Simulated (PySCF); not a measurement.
## Heteronuclear NMR

Structure with atom numbers: `[CH3:1][C:2](=[O:3])[C@@H:4]1[CH2:5][Si@@H:6]([CH3:7])[SiH2:8]1`. Hydrogens are named by the atom that carries them. Ha(C5), Ha(Si8) are cis to C2 on the ring; Hb(C5), Hb(Si8) are trans to C2 on the ring.

[PySCF: σ from GIAO-PBE0/pcSseg-1; geometry: GFN2-xTB; no relativistic terms; in vacuum; averaged over atoms made equivalent by symmetry, fast rotation or ring inversion; one conformer]

**Question.** Predict the ²⁹Si NMR data.

**Answer.** 
```
atoms                                         environment  σ (ppm)  δ (ppm)
  Si6  silicon bonded to 2 C, Si, H, in a 4-membered ring    359.4    -15.5
  Si8  silicon bonded to C, Si, 2 H, in a 4-membered ring    378.7    -31.3
```

Shieldings were converted by a linear fit to measured shifts: ²⁹Si (scatter 8.9 ppm rms, 25.8 ppm with the 6 outliers that the fit left out vs TMS, solution or neat liquid). Occasional misses reach two or three times the rms, and more in compound classes unlike the fitted ones.

On a 400 MHz spectrometer ²⁹Si resonates near 79.5 MHz, so 1 ppm is 79.5 Hz.

**Question.** Where does ¹⁷O resonate?

**Answer.** 
| atoms | environment | σ (ppm) | δ (ppm) |
| --- | --- | --- | --- |
| O3 | ketone oxygen | -265.1 | 508.2 |

Shieldings were converted by a linear fit to measured shifts: ¹⁷O: δ = 266.70 − 0.911σ (rms 10.7 ppm, 155 shifts, 12.2 ppm with the 3 outliers that the fit left out vs liquid water, solution or neat liquid). A few per cent of atoms miss by over 2 rms, more outside the fitted compound classes.

On a 300 MHz spectrometer ¹⁷O resonates near 40.7 MHz, so 1 ppm is 40.7 Hz.
